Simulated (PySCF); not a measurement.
**Stationary points of [TcH6]+**

Level of theory: PySCF, PBE0, basis Tc def2-TZVP with ECP28, H def2-TZVP (scalar-relativistic core potentials, no spin–orbit coupling, density fitting).

Relaxations began from a few typed shapes. The search is not exhaustive: other isomers or separated fragments can lie lower, and high-lying points may rest on an excited occupation.

Q: Order these stationary points by electronic energy, lowest first, in kJ/mol from the lowest minimum.
A. singlet C3v: H–H 0.969 Å (×3), Tc–H 1.646 Å (×6); H–H–Tc 72.9° (×6), H–Tc–H 34.2° (×3), H–Tc–H 61.3° (×3), H–Tc–H 89.7° (×6), H–Tc–H 107.1° (×3)
B. singlet C2v: H–H 0.821 Å (×2), H–H 0.922 Å, Tc–H 1.664 Å (×2), Tc–H 1.812 Å (×4); H–H–Tc 73.9° (×2), H–H–Tc 76.9° (×4), H–Tc–H 26.2° (×2), H–Tc–H 32.2°, H–Tc–H 76.5° (×4)
C. singlet D3h: Tc–H 1.658 Å (×6); H–Tc–H 66.3° (×6), H–Tc–H 101.7° (×3), H–Tc–H 143.2° (×6)

A: A (0.0), B (89.3), C (480.1).

Q: Which of them are minima?

A: By energy in kJ/mol, 0.0: minimum; 89.3: saddle point, 1 imaginary mode; 480.1: saddle point, 5 imaginary modes.

For the lowest minimum: stability towards spin polarisation was not tested.
